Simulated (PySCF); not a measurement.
Al(GeH3)(Me)2 (C2H9AlGe), SMILES [CH3][Al]([CH3])[GeH3].

Coordinates come from a B3LYP-D3(BJ)/def2-SVP optimisation.

Calculation: TDDFT-CAM-B3LYP/def2-SVPD in PySCF 2.14.0.

Vertical excitations. Isolated molecule, no solvent.

Computed UV-visible absorptions:
```csv
state,energy (eV),λ (nm),f,main pairs
S1,4.63,268,0.010,HOMO→LUMO 98 %
S2,5.36,231,0.000,HOMO−1→LUMO 97 %
S3,6.09,204,0.189,HOMO→LUMO+1 94 %
S4,6.71,185,0.080,HOMO→LUMO+2 85 %
S5,6.86,181,0.110,HOMO−1→LUMO+1 92 %
S6,7.17,173,0.012,HOMO−3→LUMO 91 %
S7,7.26,171,0.004,"HOMO−2→LUMO 51 %, HOMO→LUMO+3 38 %"
S8,7.34,169,0.032,"HOMO→LUMO+4 41 %, HOMO→LUMO+3 38 %, HOMO−2→LUMO 15 %"
S9,7.51,165,0.018,"HOMO→LUMO+4 35 %, HOMO→LUMO+5 21 %, HOMO−2→LUMO 20 %, HOMO→LUMO+3 8 %"
S10,7.77,159,0.002,"HOMO−1→LUMO+2 57 %, HOMO→LUMO+5 23 %"
T1,4.04,307,0,HOMO→LUMO 97 %
T2,5.08,244,0,HOMO−1→LUMO 96 %
T3,5.64,220,0,HOMO→LUMO+1 81 %
T4,5.93,209,0,HOMO→LUMO+2 75 %
```
Triplets are in the Tamm–Dancoff approximation, which puts them higher than full response would, so one can lie above its singlet here.
